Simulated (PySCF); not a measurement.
Al(F)(Me)(OtBu) (C₅H₁₂AlFO), SMILES CC([O][Al]([F])[CH3])(C)C.

The structure is a stationary point at B3LYP-D3(BJ)/def2-SVP. Other conformers were not sampled.

All values below come from PySCF 2.14.0 with C-PCM-B3LYP/def2-SVP.

The values are the electrostatic part of the solvation free energy, E(continuum) − E(gas) at the gas-phase geometry, in a cavity of scaled van der Waals radii (PySCF's table); cavitation and dispersion terms are not included. A continuum can't describe solvent molecules that bind to the metal. In vacuum the orbital gap is 7.53 eV. The dipole moment in vacuum is 0.91 D.

Computed values in water (ε = 78.36), n-hexane (ε = 1.88), cyclohexanone (ε = 15.62):
```csv
solvent,ε,ΔG(elec) (kcal/mol),dipole (D),gap (eV)
water,78.36,-5.7,0.95,7.70
n-hexane,1.88,-2.6,0.93,7.61
cyclohexanone,15.62,-5.4,0.94,7.70
```
